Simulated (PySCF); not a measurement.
Compound: AsH3.
Hydrogens: H2, H3, H4 on As1.

A GFN2-xTB structure was refined with PBE0-D3(BJ)/def2-SVP geometry optimisation, gas phase in PySCF. Its GFN2-xTB values:

| coordinate | GFN2-xTB |
| --- | --- |
| As1–H2 | 1.496 Å |
| As1–H4 | 1.496 Å |
| H2–As1–H3 | 89.4° |

Q: How do these coordinates change at the PBE0-D3(BJ)/def2-SVP level?

A: 
```csv
coordinate,PBE0-D3(BJ)/def2-SVP (Å or °),change
As1–H4,1.525,+0.029
As1–H2,1.525,+0.029
H2–As1–H3,92.0,+2.6
```

The energy falls by 3.9 kJ/mol over 4 energy and gradient evaluations, the largest force component goes from 0.0116 to 1.5e-05 Eh/bohr, and the atoms move by 0.047 Å rms after alignment. Among the bonds, As1–H2, As1–H3 and As1–H4 change most and about equally (+0.029 Å). Bonds longer at the end by more than 0.005 Å: 3 of 3; shorter: 0. Rotational constants go from 113800, 113477, 113381 to 111774, 111763, 104159 MHz.

The run used 47 basis functions and 20 SCF cycles in all. Time: 2.2 s of wall time. Hardware: an Arm Neoverse V2 with one thread, shared host.

PBE0-D3(BJ)/def2-SVP frequencies: not computed here.
